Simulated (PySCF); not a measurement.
Simulated outer-valence photoelectron spectrum of `C#C[SiH2]N`. Theory: EOM-IP-CCSD/aug-cc-pVDZ in PySCF, restricted Hartree–Fock reference, frozen core, non-relativistic, gas phase, PBE0-D3(BJ)/def2-SVP geometry.

Each root has a Gaussian of 0.6 eV full width with its one-hole share as area; cross sections and vibrations are left out, and the highest printed point is 100.

```tsv
ionisation energy (eV)	intensity
9.2	1
9.4	4
9.6	19
9.8	45
10.0	59
10.2	49
10.4	51
10.6	80
10.8	100
11.0	83
11.2	44
11.4	14
11.6	2
11.8	0
12.0	2
12.2	13
12.4	36
12.6	59
12.8	61
13.0	59
13.2	62
13.4	46
13.6	20
13.8	7
14.0	13
14.2	35
14.4	56
14.6	47
14.8	22
15.0	5
15.2	1
15.4	0
15.6	0
15.8	0
16.0	0
16.2	3
16.4	13
16.6	37
16.8	57
17.0	52
17.2	43
17.4	52
17.6	55
17.8	34
18.0	12
18.2	2
18.4	0
```

Task: Where are the maxima, and how many lines lie under the curve?

Result: 7 maxima, at 10.0, 10.8, 12.7, 13.2, 14.5, 16.9 and 17.5 eV, from 8 lines. At this width some lines have no maximum of their own.

Task: List the lines with their holes.

Result: 
| E (eV) | leading hole (HF orbital) | area | Koopmans (eV) |
| --- | --- | --- | --- |
| 9.98 | HOMO | 0.94 | 10.73 |
| 10.68 | HOMO-1 | 0.96 | 10.75 |
| 10.96 | HOMO-2 | 0.96 | 11.58 |
| 12.64 | HOMO-3 | 0.95 | 13.30 |
| 13.23 | HOMO-4 | 0.94 | 14.29 |
| 14.45 | HOMO-5 | 0.94 | 16.06 |
| 16.84 | HOMO-6 | 0.95 | 17.96 |
| 17.55 | HOMO-7 | 0.92 | 19.28 |

The widest gap, 2.39 eV, lies between 14.45 and 16.84 eV. Only orbitals with −ε under 21 eV, eight at most, were ionised, so the high end of the curve may lack lines.

Shape of the structure used: `[CH:1]#[C:2][SiH2:3][NH2:4]`: H–N4–Si3–C2 -70°, H–N4–Si3–C2 69°.

One conformer stands for the species.
